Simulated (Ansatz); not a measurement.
Frontier orbitals of C$_{2}$H$_{6}$BI, SMILES `CB(C)I`.

```xyz
10

C    -0.964   -0.583   -0.848
B     0.052   -0.371    0.307
C     0.886    0.927    0.513
I     0.342   -1.956    1.739
H    -1.460   -1.552   -0.876
H    -1.728    0.203   -0.789
H    -0.456   -0.414   -1.806
H     0.691    1.685   -0.250
H     0.681    1.361    1.497
H     1.957    0.700    0.514
```

The species carries charge 0 and has multiplicity 1. Correlated methods include outer-core shells of I, which these sets cover unevenly. I: def2 effective core potential. The geometry is a stationary point of PBE0-D4/def2-TZVP. Basis def2-TZVPP, Ansatz.

```tsv
functional	HOMO (eV)	LUMO (eV)
LDA (SPW92)	-6.23	-2.31
```

Problem. Give HOMO and LUMO (eV) with PBE, revPBE, BLYP, r2SCAN, B97M-V, PBE0, B3LYP, r2SCANh, r2SCAN0, HSE06 (plane-wave form), BHLYP, CAM-B3LYP, LC-ωPBE, ωB97X-V, ωB97M-V, HF. (Estimate.)

Solution. The calculation gave: 
| functional | HOMO | LUMO |
| --- | --- | --- |
| PBE | -6.09 | -2.09 |
| revPBE | -6.03 | -1.99 |
| BLYP | -5.91 | -1.91 |
| r2SCAN | -6.35 | -1.76 |
| B97M-V | -6.37 | -1.68 |
| PBE0 | -7.22 | -1.16 |
| B3LYP | -6.98 | -1.34 |
| r2SCANh | -6.77 | -1.44 |
| r2SCAN0 | -7.39 | -0.96 |
| HSE06 (plane-wave form) | -6.83 | -1.54 |
| BHLYP | -8.19 | -0.08 |
| CAM-B3LYP | -8.48 | -0.02 |
| LC-ωPBE | -9.81 | 1.09 |
| ωB97X-V | -9.48 | 1.02 |
| ωB97M-V | -9.37 | 0.82 |
| HF | -9.72 | 2.48 |

B3LYP here is the variant with VWN-RPA as its local correlation; programs differ in this. LC-ωPBE has ω = 0.4 bohr⁻¹. Positive LUMOs are unbound and depend on the basis.
